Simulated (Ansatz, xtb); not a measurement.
## Two isomers of C2H8SeSi

We compare X, `CC[SiH2][SeH]`, a singlet, with Y, `C[SiH2][Se]C`, a singlet. Both are isolated molecules in the gas phase, relaxed with PBE0-D3(BJ)/def2-SVP; the shapes shown needn't be the lowest conformers.

X (Å):

```xyz
12

C    -0.5164   -1.2718   -1.0693
C    -0.8600    0.0975   -0.4932
Se    1.5107   -0.1854    2.0377
Si    0.5910    0.9965    0.3007
H     0.2677   -1.2047   -1.8408
H    -1.3935   -1.7482   -1.5340
H    -0.1515   -1.9531   -0.2843
H    -1.6534    0.0128    0.2687
H    -1.2571    0.7656   -1.2790
H     0.1499    2.2784    0.9265
H     1.6466    1.2757   -0.7216
H     2.0668   -1.2168    1.1474
```

Y (Å):

| atom | x (Å) | y (Å) | z (Å) |
| --- | --- | --- | --- |
| C | 0.5580 | 1.5146 | -0.3523 |
| C | -0.8627 | -0.1387 | 2.7487 |
| Se | -1.9540 | -0.3544 | 1.1375 |
| Si | -0.2539 | -0.1777 | -0.3729 |
| H | -0.1810 | 2.3000 | -0.5699 |
| H | 1.0060 | 1.7252 | 0.6308 |
| H | 1.3591 | 1.5657 | -1.1070 |
| H | 0.7746 | -1.2291 | -0.0904 |
| H | -0.8905 | -0.4533 | -1.6958 |
| H | -1.5361 | -0.2748 | 3.6050 |
| H | -0.4234 | 0.8663 | 2.7957 |
| H | -0.0737 | -0.9018 | 2.7870 |

Quicker runs give these differences E(Y) − E(X): GFN2-xTB +0.147 eV; HF/STO-3G −0.178 eV (at GFN2-xTB geometries); r2SCAN-D4/def2-SVP +0.024 eV (at GFN2-xTB geometries).

**Question.** Estimate E(Y) − E(X) at the level CCSD(T)/def2-SVP + ΔMP2/def2-TZVPP.

**Answer.** Too close to call at this level: CCSD(T)/def2-SVP + ΔMP2/def2-TZVPP gives E(Y) − E(X) = −0.020 eV.

The same difference at several levels:

```
                             level              geometry  E(Y) − E(X) (eV)  departure from the last row (eV)  job, with rough time for the two
                          GFN2-xTB              GFN2-xTB              +0.147                            +0.167              optimisation, 0.33 s
                         HF/STO-3G              GFN2-xTB              −0.178                            −0.158                 single point, 1 s
                r2SCAN-D4/def2-SVP              GFN2-xTB              +0.024                            +0.044               single point, 6.3 s
              PBE0-D3(BJ)/def2-SVP  PBE0-D3(BJ)/def2-SVP              +0.076                            +0.096                optimisation, 90 s
                       HF/def2-SVP  PBE0-D3(BJ)/def2-SVP              +0.096                            +0.116           part of the CCSD(T) run
                      MP2/def2-SVP  PBE0-D3(BJ)/def2-SVP              +0.118                            +0.138           part of the CCSD(T) run
                  CCSD(T)/def2-SVP  PBE0-D3(BJ)/def2-SVP              +0.144                            +0.164                      single point
CCSD(T)/def2-SVP + ΔMP2/def2-TZVPP  PBE0-D3(BJ)/def2-SVP              −0.020                                                  single point, 67 s
```

As drawn, Y has 1 C–Se, 1 C–H in place of 1 C–C, 1 Se–H.

The largest departure from CCSD(T)/def2-SVP + ΔMP2/def2-TZVPP is that of GFN2-xTB, 0.167 eV. The last row adds to CCSD(T) the change of the MP2 difference between the two basis sets, here −0.164 eV, a large step that makes the value less sure.

With thermal terms from frequencies at re-optimised GFN2-xTB minima (ideal gas, soft modes damped towards free rotors, one conformer each, 298.15 K, 1 atm): on the last row, ΔE + ΔZPE = +0.008, ΔH = +0.021, ΔG = −0.006 eV.

The correlated steps freeze 16 core orbitals; the filled d shell of Se is correlated, in a basis made for valence electrons. Programs: Ansatz 0.2.0, xtb 6.7.1; the last row on 2 threads of Intel(R) Xeon(R) Processor @ 2.70GHz on a shared host.
